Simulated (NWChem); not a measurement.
# Atomisation of CHF

```xyz
3

C      0.5606    -0.4527     0.0000
F     -0.5266     0.2642     0.0000
H      1.3753     0.3381     0.0000
```
Charge 0, spin multiplicity 1.

Program: NWChem. The geometry was optimised at B3LYP/def2-SVP, a minimum by its harmonic frequencies.

Basis set: def2-TZVP. The atomisation energy is electronic alone: no zero-point, thermal, spin-orbit or counterpoise terms. No value is extrapolated to the basis-set limit. Free atoms are single determinants with multiplicities C 3, F 2, H 2. Correlated methods freeze the same cores in atoms and molecule, 2 orbitals in all.

B3LYP has NWChem's definition, with VWN1-RPA local correlation. The structure started from a generated list of species. The stability of the SCF solutions was not checked. Open-shell Hartree-Fock references start from PBE0 orbitals.

Task: For the atomisation energy, BP86 gives 223.2 kcal/mol and PBE gives 221.7 kcal/mol. What do MP2, BHandHLYP, CAM-B3LYP give?

Result: MP2: 208.2 kcal/mol; BHandHLYP: 197.4 kcal/mol; CAM-B3LYP: 212.9 kcal/mol.
